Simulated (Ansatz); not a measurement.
Ideal-gas functions of `C=[CH][SnH3]` at 400 K and 1 bar, from an Ansatz frequency run at PBE0-D4/def2-TZVP.

Molar mass 148.78 g/mol, point group Cs (symmetry number 1), electronic degeneracy 1, moments of inertia 17.21, 164.748, 174.217 u Å². Harmonic wavenumbers (cm⁻¹, unscaled): 101, 225, 365, 449, 559, 563, 692, 721, 731, 993, 1009, 1042, 1275, 1437, 1665, 1937, 1941, 1945, 3122, 3152, 3203.

Use S(trans) = R[1.5 ln M + 2.5 ln T − 1.1517]; rotational temperatures θ = 24.2544 K / I; S(rot) = R[ln(√π/σ · √(T³/θAθBθC)) + 1.5]; for each mode x = 1.438777 ν̃/T, S = R[x/(eˣ − 1) − ln(1 − e⁻ˣ)] and H = RT x/(eˣ − 1); 1 cm⁻¹ = 0.0119627 kJ/mol; R = 8.31446 J/(mol·K).

Question: By hand: the entropy, in J/(mol·K).

Answer: Translation 177.4. Rotation: θ = 1.4093, 0.1472, 0.1392 K, giving 106.7. Vibration, mode by mode: 16.78, 10.30, 6.62, 5.18, 3.78, 3.74, 2.59, 2.39, 2.32, 1.10, 1.05, 0.95, 0.48, 0.29, 0.15, 0.06, 0.06, 0.06, 0.00, 0.00, 0.00, in all 57.9. Electronic 0.0. Sum 342.0 J/(mol·K).

Question: By hand: H − E and G − E in kJ/mol, counted from the electronic energy.

Answer: Zero-point energy ½ × 27127 × 0.0119627 = 162.3; thermal vibration 13.4; translation, rotation and pV give 4 RT = 13.3. H − E = 189.0 kJ/mol, and G − E = 189.0 − 400 × 342.0/1000 = 52.2 kJ/mol.

Vibration gives 17 % of the entropy, 16.8 J/(mol·K) of it from the mode under 150 cm⁻¹: soft modes count most, and the harmonic formula is weakest for them.
